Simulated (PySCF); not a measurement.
B(H)(Me)(NHMe) (C2H8BN), SMILES B(C)NC. Atoms are numbered in the order given.

```xyz
12

B     -0.5805    -0.0897     0.8440
H     -1.5400    -0.3854     1.5246
C      0.6945     0.6167     1.4642
H      1.6062     0.0101     1.3146
H      0.5931     0.7970     2.5447
H      0.8915     1.5921     0.9834
N     -0.6778    -0.4133    -0.5132
C      0.2935    -0.1889    -1.5650
H     -1.5276    -0.8656    -0.8347
H     -0.1092     0.4562    -2.3664
H      0.6197    -1.1349    -2.0331
H      1.1848     0.3051    -1.1559
```

Coordinates come from a B3LYP-D3(BJ)/def2-SVP optimisation. The geometry has at least one imaginary mode, so it is a saddle point at that level. The structure was generated by enumeration, and PubChem lists no compound with its InChIKey, so it may never have been made. The values are those of a single conformer.

These are PBE0/def2-TZVP (PySCF) values and carry that method's errors.

ESP charges are fitted to the potential on shells at 1.4 to 2.0 van der Waals radii. Atomic charges (e):

| atom | Löwdin | IAO | ESP fit |
|---|---|---|---|
| B1 | ? | 0.12 | 0.39 |
| H2 | ? | -0.01 | -0.16 |
| C3 | -0.31 | -0.59 | -0.58 |
| H4 | ? | 0.15 | 0.14 |
| H5 | ? | 0.15 | 0.13 |
| H6 | ? | 0.15 | 0.14 |
| N7 | 0.14 | -0.37 | -0.49 |
| C8 | ? | -0.31 | -0.06 |
| H9 | 0.20 | 0.27 | 0.29 |
| H10 | 0.11 | 0.14 | 0.06 |
| H11 | 0.11 | 0.14 | 0.06 |
| H12 | 0.13 | 0.15 | 0.08 |

Question: Fill in the missing entries. (Estimate from the structure and the level; the computed values follow.)

Answer: 
- B1, Löwdin: -0.57
- H2, Löwdin: 0.06
- H4, Löwdin: 0.15
- H5, Löwdin: 0.14
- H6, Löwdin: 0.15
- C8, Löwdin: -0.31

Computed Mayer and Wiberg (Löwdin basis) orders of the bonds:
| bond | Mayer | Wiberg |
|---|---|---|
| B1–H2 | 0.99 | 0.87 |
| B1–C3 | 1.01 | 1.33 |
| C3–H4 | 0.95 | 0.86 |
| C3–H5 | 0.97 | 0.87 |
| C3–H6 | 0.95 | 0.86 |
| B1–N7 | 1.44 | 1.80 |
| N7–C8 | 0.93 | 1.32 |
| N7–H9 | 0.92 | 0.83 |
| C8–H10 | 0.97 | 0.92 |
| C8–H11 | 0.97 | 0.92 |
| C8–H12 | 0.98 | 0.91 |
